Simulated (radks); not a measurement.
Spherical quantum dot in the effective-mass picture: electrons in a hard-walled sphere of radius 1.43, all in effective atomic units (hartree* = m*/eps^2 hartree, bohr* = eps/m* bohr), one dielectric constant everywhere. Method: non-relativistic Kohn-Sham, LDA (Slater exchange, Perdew-Wang correlation), spin-polarised, spherical densities; computed with a radial shooting solver with Libxc functionals. Levels are named by radial order and angular momentum (1s, 1p, 1d, 2s, ...), and open shells are averaged over m. Each electron was tried in the lowest free levels, single moves between levels near the top were tried too, and the lowest total energy was kept; such a search can miss a lower state. At N = 1 the Hartree and exchange-correlation terms need not cancel, so that row can carry a self-interaction error.

\begin{tabular}{lrrrrrr}
N & open shells & 2S & E (hartree*) & addition energy mu(N+1) - mu(N) (hartree*) & e(HOMO) (hartree*) & rms radius (bohr*) \\ \hline
1 & 1s(up 1, down 0) & 1 & 2.46690 & 1.165 & 2.9052 & 0.7635 \\
2 & none & 0 & 6.09876 & 3.276 & 4.0825 & 0.7776 \\
3 & 1p(up 1, down 0) & 1 & 13.0064 & 0.8999 & 7.3507 & 0.8224 \\
4 & 1p(up 2, down 0) & 2 & 20.8139 & 0.9271 & 8.2684 & 0.8461 \\
5 & 1p(up 3, down 0) & 3 & 29.5485 & 1.213 & 9.2027 & 0.8617 \\
6 & 1p(up 3, down 1) & 2 & 39.4963 & 0.8887 & 10.387 & 0.8737 \\
7 & 1p(up 3, down 2) & 1 & 50.3328 & 0.9120 & 11.290 & 0.8832 \\
8 & none & 0 & 62.0813 & 3.788 & 12.209 & 0.8911 \\
9 & 1d(up 1, down 0) & 1 & 77.6176 & 0.8752 & 15.973 & 0.9040 \\
10 & 1d(up 2, down 0) & 2 & 94.0291 & 0.8813 & 16.851 & 0.9145 \\
11 & 1d(up 3, down 0) & 3 & 111.322 & 0.8852 & 17.735 & 0.9233 \\
12 & 1d(up 4, down 0) & 4 & 129.500 & 0.8877 & 18.622 & 0.9310 \\
13 & 1d(up 5, down 0) & 5 & 148.566 & 1.147 & 19.510 & 0.9376 \\
14 & 1d(up 5, down 1) & 4 & 168.778 & 0.8655 & 20.644 & 0.9437 \\
15 & 1d(up 5, down 2) & 3 & 189.857 & 0.8713 & 21.513 & 0.9491 \\
16 & 1d(up 5, down 3) & 2 & 211.806 & 0.8751 & 22.387 & 0.9539 \\
17 & 1d(up 5, down 4) & 1 & 234.631 & 0.8776 & 23.263 & 0.9584 \\
18 & none & 0 & 258.333 & 3.778 & 24.142 & 0.9626 \\
19 & 2s(up 1, down 0) & 1 & 285.813 & 1.305 & 28.038 & 0.9581 \\
20 & none & 0 & 314.598 & 1.052 & 29.346 & 0.9537 \\
21 & 1f(up 1, down 0) & 1 & 344.434 & 0.8288 & 30.274 & 0.9593 \\
22 & 2s(up 1, down 0) 1f(up 3, down 0) & 4 & 375.100 & 0.8066 & 31.044 & 0.9735 \\
23 & 2s(up 1, down 0) 1f(up 4, down 0) & 5 & 406.572 & 0.8565 & 31.900 & 0.9779 \\
24 & 2s(up 1, down 0) 1f(up 5, down 0) & 6 & 438.900 & 0.8572 & 32.757 & 0.9820 \\
25 & 2s(up 1, down 0) 1f(up 6, down 0) & 7 & 472.086 & - & 33.614 & 0.9858 \\
\end{tabular}

All shells are closed at N = 2, 8, 18, 20 (there: 1s2 1p6 1d10 2s2); the second difference of the energy has clear peaks (12 % above both neighbours; the first and last values, which can be the largest, are not judged, and half-filled shells can peak too) at N = 2, 5, 8, 13, 18.
